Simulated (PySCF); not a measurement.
**Tc⁺: ionisation energy**

Tc⁺ [Kr] 4d5 5s1 (7S) → Tc²⁺ [Kr] 4d5 (6S), as a difference of total energies. Calculation: PySCF 2.14, in x2c-SVPall (6s5p5d1f, 53 functions); the spin-free X2C one-electron Hamiltonian (Gaussian nucleus). Correlated levels: valence: [Kr] frozen. The calculations carry no spin-orbit coupling.

**Question.** Order these methods by the ionisation energy they give, lowest first.
A. SCS-MP2 (valence)
B. M06-2X
C. MP2 (valence)
D. PBE0

**Answer.** A (14.334 eV), C (14.570 eV), B (14.939 eV), D (15.193 eV).

Errors of the correlated levels include the incompleteness of this basis and the frozen core.

For comparison: 15.26 eV (semi-empirical (NIST evaluation); NIST Atomic Spectra Database, ionization energies).
